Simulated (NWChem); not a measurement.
System: CH7ClSi2; SMILES Cl[SiH2][SiH2]C

The following NWChem deck was run.

```
start job
memory heap 200 mb stack 900 mb global 1100 mb
geometry units angstroms noautosym nocenter noautoz
  Si     0.892791     0.649512     0.319496
  Cl    -0.796045     1.796855    -0.120501
  Si     0.396923    -1.543019    -0.350689
  C     -1.240855    -2.074991     0.408871
  H      1.141292     0.756784     1.789013
  H      2.056983     1.245624    -0.400417
  H      1.515376    -2.448781     0.065885
  H      0.322614    -1.555589    -1.845490
  H     -1.163806    -2.136792     1.504955
  H     -1.549319    -3.060341     0.027955
  H     -2.024336    -1.343171     0.160072
end
basis spherical
  * library 6-31g*
end
dft
  xc m05-2x
  iterations 150
end
cosmo
  do_cosmo_smd true
  solvent ethanol
end
task dft energy
```

NWChem printed, in part:

```
             Northwest Computational Chemistry Package (NWChem) 7.3.0
             --------------------------------------------------------

                             Geometry "geometry" -> ""
                             -------------------------

 Output coordinates in angstroms (scale by  1.889725989 to convert to a.u.)

  No.       Tag          Charge          X              Y              Z
 ---- ---------------- ---------- -------------- -------------- --------------
    1 Si                  14.0000     0.89279100     0.64951200     0.31949600
    2 Cl                  17.0000    -0.79604500     1.79685500    -0.12050100
    3 Si                  14.0000     0.39692300    -1.54301900    -0.35068900
    4 C                    6.0000    -1.24085500    -2.07499100     0.40887100
    5 H                    1.0000     1.14129200     0.75678400     1.78901300
    6 H                    1.0000     2.05698300     1.24562400    -0.40041700
    7 H                    1.0000     1.51537600    -2.44878100     0.06588500
    8 H                    1.0000     0.32261400    -1.55558900    -1.84549000
    9 H                    1.0000    -1.16380600    -2.13679200     1.50495500
   10 H                    1.0000    -1.54931900    -3.06034100     0.02795500
   11 H                    1.0000    -2.02433600    -1.34317100     0.16007200

 Effective nuclear repulsion energy (a.u.)     266.7721202396

                                 NWChem DFT Module
                                 -----------------

 Summary of "ao basis" -> "ao basis" (spherical)
 ------------------------------------------------------------------------------
       Tag                 Description            Shells   Functions and Types
 ---------------- ------------------------------  ------  ---------------------
 Si                          6-31g*                  8       18   4s3p1d
 Cl                          6-31g*                  8       18   4s3p1d
 C                           6-31g*                  6       14   3s2p1d
 H                           6-31g*                  2        2   2s

 in cosmo_initialize ...
 calling solv_data for solv:ethanol

 solvent parameters
 solvname_short: ethanol
 solvname_long:  ethanol
 dielec:       24.8520
 dielecinf:     1.8526
 nonaqueous SMD model solvent descriptors
 dielec:       24.8520
 sola:          0.3700
 solb:          0.4800
 solc:          0.0000
 solg:         31.6200
 solh:          0.0000
 soln:          1.3611

[...]

                                COSMO-SMD solvation results
                                ---------------------------

             internal energy in gas <Psi(g)|H|Psi(g)> =     -1081.443700459302
         internal energy in solvent <Psi(s)|H|Psi(s)> =     -1081.443263441462
                               delta internal energy  =         0.000437017840 (    0.27 kcal/mol)
   total free energy in solvent <Psi(s)|H+V/2|Psi(s)> =     -1081.447177422137
 polarization energy contribution <Psi(s)|V/2|Psi(s)> =        -0.003913980674 (   -2.46 kcal/mol)
    total free energy in solvent including G(SMD-CDS) =     -1081.448341891393
                       G(SMD-CDS) energy contribution =        -0.001164469256 (   -0.73 kcal/mol)
     1 M fixed-concentration free energy of solvation =        -0.004641432091 (   -2.91 kcal/mol)

                       DFT Final Molecular Orbital Analysis
                       ------------------------------------

 Vector   27  Occ=2.000000D+00  E=-3.849246D-01
              MO Center= -4.0D-01, -1.3D+00,  1.1D-02, r^2= 4.2D+00
   Bfn.  Coefficient  Atom+Function         Bfn.  Coefficient  Atom+Function
  ----- ------------  ---------------      ----- ------------  ---------------
    57     -0.320304   4 C  px               43      0.313704   3 Si px
    27      0.208310   2 Cl pz               61     -0.189145   4 C  px
    45     -0.167467   3 Si pz               26     -0.162553   2 Cl py
    59      0.158437   4 C  pz               74      0.151271   7 H  s
    39     -0.132060   3 Si px               73      0.126031   7 H  s

 Vector   28  Occ=2.000000D+00  E=-3.737590D-01
              MO Center=  7.9D-02,  9.6D-01,  1.3D-01, r^2= 4.5D+00
   Bfn.  Coefficient  Atom+Function         Bfn.  Coefficient  Atom+Function
  ----- ------------  ---------------      ----- ------------  ---------------
    27      0.475335   2 Cl pz               31      0.281294   2 Cl pz
    70     -0.219816   5 H  s                72      0.219257   6 H  s
     9     -0.200061   1 Si pz               25     -0.193240   2 Cl px
    23     -0.184747   2 Cl pz               69     -0.158835   5 H  s
    71      0.159312   6 H  s                57      0.129497   4 C  px

 Vector   29  Occ=2.000000D+00  E=-3.317640D-01
              MO Center=  3.5D-01, -1.0D-01, -2.3D-03, r^2= 4.2D+00
   Bfn.  Coefficient  Atom+Function         Bfn.  Coefficient  Atom+Function
  ----- ------------  ---------------      ----- ------------  ---------------
    44     -0.347449   3 Si py                8      0.340080   1 Si py
    26     -0.317878   2 Cl py               30     -0.207492   2 Cl py
    72      0.137239   6 H  s                40      0.135540   3 Si py
    70      0.129608   5 H  s                 4     -0.128832   1 Si py
     6     -0.128118   1 Si s                 9      0.123326   1 Si pz

 Vector   30  Occ=0.000000D+00  E= 2.280354D-02
              MO Center=  7.8D-01,  2.9D-01,  2.0D-01, r^2= 4.9D+00
   Bfn.  Coefficient  Atom+Function         Bfn.  Coefficient  Atom+Function
  ----- ------------  ---------------      ----- ------------  ---------------
    11      0.843708   1 Si px               28      0.702993   2 Cl s
    10     -0.569315   1 Si s                12     -0.469253   1 Si py
    29      0.408172   2 Cl px               60      0.316199   4 C  s
     7      0.314091   1 Si px               30     -0.303213   2 Cl py
    47      0.279233   3 Si px               74     -0.257410   7 H  s

[...]
```

Level: M05-2X/6-31G* (spherical d), SMD on the gas-phase geometry. All runs use the structure optimised with PBE0/def2-SVP. Solvent: ethanol.
